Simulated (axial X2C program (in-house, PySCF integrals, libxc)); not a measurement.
**Low determinants of ZrSb at the PBE0 level, scalar-relativistic**

Calculated with an in-house relativistic program for diatomic molecules. Spin-free means the one-electron spin-free X2C Hamiltonian. Basis: Sb dyall-cv3z [11s12p8d4f1g], Zr dyall-cv3z [11s12p9d6f3g] (cores contracted in-house); Gaussian nuclei, density fitting, unrestricted open shells. Masses: Sb 120.904 u, Zr 89.905 u.

Search at 2.534 Å (vertical energies from the lowest determinant):

```tsv
ΔE (eV)	state	electrons beyond evenly filled partner blocks	electrons in σ, π, δ, φ
0.00	M_S = 1/2, Λ = 0	σα	39 40 12 0
0.28	M_S = 1/2, Λ = 2	δ+α	38 40 13 0
0.44	M_S = 3/2, Λ = 3	σα, π+α, π+β, π-α, δ+α	39 39 13 0
0.44	M_S = 3/2, Λ = 1	σα, π+α, π-α, π-β, δ+α	39 39 13 0
0.50	M_S = 1/2, Λ = 3	σα, π+α, π+β, π-β, δ+α	39 39 13 0
0.55	M_S = 1/2, Λ = 1	σα, π+β, π-α, π-β, δ+α	39 39 13 0
0.81	M_S = 3/2, Λ = 2	2 × σα, δ+α	38 40 13 0
```

Lowest determinant, M_S = 1/2, Λ = 0 (beyond evenly filled blocks: σα): Re = 2.514 Å, ωe = 266.7 cm⁻¹.

The determinant in row 2 of the search, M_S = 1/2, Λ = 2 (beyond evenly filled blocks: δ+α), was followed along the bond at PBE0; measured from the minimum of the lowest determinant it gives:

Te = 0.279 eV (2247 cm⁻¹), Re = 2.574 Å, ωe = 240.6 cm⁻¹.

(1) Compare the bond of the determinant in row 2 with that of the lowest one.

The search compares states at one distance, so a state with another bond length can lie lower; it is not exhaustive and yields mostly the lowest determinant of each block pattern, so other components and higher states of one pattern are missing. These are energies of single determinants, not of spin-adapted states; PBE0 term energies can be off by some tenths of an eV, and the functional has no current term. The lowest determinant need not be the ground state where others lie within half an eV. Row 1 is spin-contaminated (⟨S²⟩ = 0.97 against 0.75), so its values are not those of a pure state. Row 2 is spin-contaminated (⟨S²⟩ = 1.23 against 0.75), so its values are not those of a pure state.

## Answers

(1) At PBE0 its Re is 0.060 Å longer and its force constant, which goes as ωe², is 0.81 times that of the lowest determinant. This determinant mixes spin states, so it has no term energy of its own.
